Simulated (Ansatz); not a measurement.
Ansatz (a quantum-chemistry and plane-wave program) input:

Ansatz 0.2 input:
```yaml
crystal:
  periodic: [false, false, false]
  atoms:
    - {symbol: Si, position_ang: [1.69844310, 0.03895454, -0.08472421]}
    - {symbol: O, position_ang: [0.27794199, -0.72934543, -0.66560212]}
    - {symbol: C, position_ang: [-0.93016882, -0.31831759, -0.20635184]}
    - {symbol: H, position_ang: [1.46043980, -0.00742821, 1.42251522]}
    - {symbol: H, position_ang: [1.33315024, 1.50926408, -0.27437346]}
    - {symbol: H, position_ang: [-1.12481975, 0.74782474, -0.43054766]}
    - {symbol: H, position_ang: [-1.02603538, -0.43642855, 0.88964988]}
    - {symbol: H, position_ang: [-1.74163060, -0.90709265, -0.67372394]}
basis:
  gaussian:
    orbitals: def2-TZVP
hamiltonian:
  xc: b3lyp
  dispersion: d3bj
total_charge: -1
relax: {f_tol: 0.002, max_steps: 150}
```

Q: Predict the final energy.

A: -405.93280 Eh (B3LYP-D3(BJ)/def2-TZVP). The basis has 129 functions.

It need not be the lowest isomer of its formula. Whether it binds its extra electron was not tested at this geometry.
